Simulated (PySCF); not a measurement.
CdO: input and log

State: ¹Σ⁺ (singlet), closed shell, a second solution, started from another occupation.

An equivalent input (the run itself took its basis sets from the Basis Set Exchange, started from a PBE0 density and held the occupation σ 6α 6β, πx 3α 3β, πy 3α 3β, δx 1α 1β, δy 1α 1β):

```python
from pyscf import gto, dft
mol = gto.M(atom='Cd 0 0 0; O 0 0 2.101', basis={'Cd': 'def2-TZVPP', 'O': 'def2-TZVPP'}, ecp={'Cd': 'def2-TZVPP'},
            charge=0, spin=0, verbose=4, symmetry='C2v')
mf = dft.UKS(mol, xc='PBE0')
mf.grids.atom_grid = (80, 434)
mf.grids.prune = dft.gen_grid.treutler_prune
mf.irrep_nelec = {'A1': (7, 7), 'A2': (1, 1), 'B1': (3, 3), 'B2': (3, 3)}
mf.conv_tol = 1e-9
mf.max_cycle = 60
mf.diis_space = 10
mf.kernel()
```

The log (some set-up lines and the per-cycle HOMO/LUMO lines removed):

```
******** <class 'pyscf.dft.uks_symm.SymAdaptedUKS'> ********
method = SymAdaptedUKS
damping factor = 0
level_shift factor = 0
DIIS = <class 'pyscf.scf.diis.CDIIS'>
diis_start_cycle = 1
diis_space = 10
diis_damp = 0
SCF conv_tol = 1e-09
SCF conv_tol_grad = None
SCF max_cycles = 60
number electrons alpha = 14  beta = 14
Set gradient conv threshold to 3.16228e-05
init E= -242.809576756165
cycle= 1 E= -242.799965421213  delta_E= 0.00961  |g|= 0.0174  |ddm|= 0.0469
cycle= 2 E= -242.798624982243  delta_E= 0.00134  |g|= 0.0558  |ddm|= 0.0653
cycle= 3 E= -242.800040345961  delta_E= -0.00142  |g|= 0.0125  |ddm|= 0.057
cycle= 4 E= -242.800104458528  delta_E= -6.41e-05  |g|= 0.00188  |ddm|= 0.00761
cycle= 5 E= -242.800105654065  delta_E= -1.2e-06  |g|= 0.000832  |ddm|= 0.00102
cycle= 6 E= -242.800106015958  delta_E= -3.62e-07  |g|= 0.000132  |ddm|= 0.000689
cycle= 7 E= -242.80010602446  delta_E= -8.5e-09  |g|= 3.32e-05  |ddm|= 0.000139
cycle= 8 E= -242.800106025175  delta_E= -7.15e-10  |g|= 1.45e-05  |ddm|= 7.2e-05
Extra cycle  E= -242.800106023716  delta_E= 1.46e-09  |g|= 5.73e-05  |ddm|= 5.66e-05
converged SCF energy = -242.800106023716  <S^2> = -2.1316282e-14  2S+1 = 1
```

Repeating this along the bond gives Re = 1.886 Å and ωe = 638 cm⁻¹.

A point of this curve took 1.8 CPU seconds beside 0.36 for the integrals, on AMD EPYC 9R14 (shared host).
